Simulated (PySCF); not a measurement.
Ruthenium: a sound run and one with changed settings

Sound run: Ru⁺ [Kr] 4d7, Ru²⁺ [Kr] 4d6. All numbers are calculated (PySCF 2.14, scalar relativity through the core potential, in cc-pVDZ-PP with ECP28MDF (4s4p3d1f, 38 functions)). The sound run starts from symmetry-adapted Hartree-Fock orbitals and uses a fine grid where one is needed.

A second run was set up differently.

```
species  method  sound run (hartree)  changed run (hartree)  converged
    Ru⁺     UHF            -93.58083              -93.58083        yes
    Ru⁺    BP86            -94.28867              -94.28382        yes
    Ru⁺   M06-L            -94.27456              -94.24994        yes
   Ru²⁺     UHF            -93.03293              -93.03293        yes
   Ru²⁺    BP86            -93.65864              -93.65371        yes
   Ru²⁺   M06-L            -93.65880              -93.64409        yes
```

Ionisation energy of Ru⁺:

```csv
method,sound run (eV),changed run (eV)
UHF,14.909,14.909
BP86,17.144,17.146
M06-L,16.756,16.486
```

Problem. What was changed?
A. level shift left on
B. a valence shell is frozen
C. radial grid too coarse
D. all electrons correlated in a valence basis

Solution. C. It used radial step 0.5 in ln r (0.13 in the sound run). A coarse radial grid mis-integrates the density and the exchange-correlation energy, with errors of either sign; Hartree-Fock needs no grid.
